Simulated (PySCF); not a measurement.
# F⁺: ionisation energy

F⁺ [He] 2s2 2p4 (3P) → F²⁺ [He] 2s2 2p3 (4S), as a difference of total energies. Computed with PySCF 2.14 in def2-TZVP (5s3p2d1f, 31 functions), with the non-relativistic Hamiltonian (point nucleus). Correlated levels: valence: 1s2 frozen. The calculations carry no spin-orbit coupling.

```
           method  ionisation energy (eV)
              UHF                  33.409
            B3LYP                  35.556
            M06-L                  35.207
    MP2 (valence)                  34.598
SCS-MP2 (valence)                  34.692
   CCSD (valence)                  34.638
CCSD(T) (valence)                  34.659
```

Q: How much does correlation contribute at CCSD(T) (valence)?

A: 34.659 − (33.409) = 1.250 eV, measured against UHF.

Errors of the correlated levels include the incompleteness of this basis and the frozen core.

For comparison: 34.950 eV (measured; NIST levels, between the centres of gravity of the two terms).
